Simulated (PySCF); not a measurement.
# Broadened absorption spectrum of C4H7B

Species: C4H7B.
SMILES: `B/C=C\C=C`

Theory: PySCF, TDDFT PBE0/def2-SVPD, vertical, gas phase, core orbitals frozen in the response. One conformer (not necessarily the lowest) at the PBE0-D3(BJ)/def2-SVP geometry, without solvent, vibrations or thermal averaging. Torsions of this conformer, `[BH2:1]/[CH:2]=[CH:3]\[CH:4]=[CH2:5]`: C2–C3–C4–C5 180°.

Broadening: Gaussians 0.25 eV wide at half height, area fixed by f = 4.319×10⁻⁹ ∫ε dν̃. The width is an assumption, not a result. The curve ends short of the highest state used, and states not computed would add to its high-energy end.

(λ (nm), ε (L mol⁻¹ cm⁻¹)): (182.4, 10710), (186.3, 1578), (190.2, 2386), (194.1, 12600), (198.0, 15120), (202.0, 4580), (205.9, 433), (209.8, 14), (213.7, 0), (217.6, 0), (221.5, 0), (225.4, 5), (229.3, 38), (233.3, 125), (237.2, 190), (241.1, 150), (245.0, 68), (248.9, 47), (252.8, 324), (256.7, 2262), (260.6, 9687), (264.5, 25655), (268.5, 43884), (272.4, 48971), (276.3, 37574), (280.2, 20445), (284.1, 8116), (288.0, 2413), (291.9, 550), (295.8, 98)

Question: Where are the band maxima, and which computed states make them?

Answer: 272 nm (4.57 eV), ε about 49000, made up of S1 (100%); 238 nm (5.22 eV), ε about 190, made up of S3 (100%); 197 nm (6.31 eV), ε about 17000, made up of S4 (100%) (ε in L mol⁻¹ cm⁻¹; maxima over ε = 5, shares over 10%). At its high-energy end, 6.80 eV, the curve is still rising (ε about 11000, from S6). The states used: S1 4.57 eV (f 0.458); S2 4.84 eV (f 0.0002); S3 5.22 eV (f 0.0018); S4 6.31 eV (f 0.154); S5 6.76 eV (f 0.0001); S6 6.88 eV (f 0.137); S7 7.03 eV (f 0.0001); S8 7.26 eV (f 0.0012); S9 7.32 eV (f 0.0000); S10 7.40 eV (f 0.011).

Question: What would ε be at 4.57 eV, the highest of these maxima, with half the width (0.125 eV)?

Answer: About 98500 L mol⁻¹ cm⁻¹ against 49400, a factor of about 1.99; a lone state at its own centre would give exactly 2.

Question: On this curve, what absorbance would a 10⁻⁴ mol/L sample give at 266 nm over a 1 cm path?

Answer: 266 nm is 4.661 eV, where ε is about 33000 L mol⁻¹ cm⁻¹, so A = ε c l ≈ 3.3 (Beer–Lambert, with the gas-phase spectrum and the assumed width).

All these states lie below the vertical ionisation energy of 9.22 eV (ΔSCF).
